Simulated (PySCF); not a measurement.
Computed shifts of a molecule FH5O2Si2, PySCF with PBE0/pcSseg-1, GIAO, gas phase, atoms alike by connectivity averaged where their shifts nearly agree, in ppm (number of nuclei): ²⁹Si: -25.3 (1), -116.3 (1). ¹⁹F: -116.5 (1). ¹H: 3.56 (3), 2.91 (1), 2.44 (1). References: ¹⁷O against H2O (σ = 334.2 ppm); ²⁹Si against TMS (σ = 352.7 ppm); ¹⁹F against CFCl3 (σ = 167.2 ppm); ¹H against TMS (σ = 31.56 ppm), references at their B3LYP-D3(BJ)/def2-TZVP geometries, non-relativistic. Geometry: B3LYP-D3(BJ)/def2-SVP. One conformer was computed; it need not be the lowest.

Problem. Which molecule gave these data?
A) O[SiH](O)[SiH2]F
B) O[SiH2]O[SiH2]F
C) O[SiH2][Si@@H](O)F
D) O[Si](O)(F)[SiH3]

Solution. D, O[Si](O)(F)[SiH3]
